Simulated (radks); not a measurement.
Results of a calculation; reference values are marked as such.
Valence configurations of Ho IV (all share [Xe]). Code: a radial shooting solver on a logarithmic mesh with Libxc functionals. Model: scalar-relativistic Kohn-Sham, PBE, spin-polarised, spherical densities, point nucleus; open shells are filled with parallel spins first (spin-orbit coupling, left out, can overturn this in heavy ions). Energies are relative to 4f10; eigenvalues in eV for spin up.

| valence | E (eV) | moment (Bohr magnetons) | e(4f) | e(5d) | e(6p) | e(6s) |
|---|---|---|---|---|---|---|
| 4f10 | 0.000 | 4 | -36.466 | - | - | - |
| 4f9 5d1 | 10.225 | 6 | -44.240 | -27.464 | - | - |
| 4f9 6p1 | 19.339 | 6 | -48.702 | - | -20.878 | - |
| 4f9.5 5d0.5 | 4.573 | 5 | -40.264 | -26.340 | - | - |
| 4f8 5d2 | 25.098 | 8 | -52.672 | -29.645 | - | - |
| 4f8 5d1 6p1 | 35.776 | 8 | -57.308 | -32.770 | -21.517 | - |
| 4f9.5 6p0.5 | 8.636 | 5 | -42.440 | - | -19.446 | - |
| 4f9.5 6s0.5 | 5.678 | 5 | -41.825 | - | - | -25.014 |
| 4f9 6s1 | 13.148 | 6 | -47.485 | - | - | -26.399 |
| 4f8 6p2 | 47.539 | 8 | -61.952 | - | -23.413 | - |

NIST lists [Xe] 4f10 as the ground configuration; this level of theory agrees among the configurations tried. The energies are those of spherical high-spin densities, not of single terms.
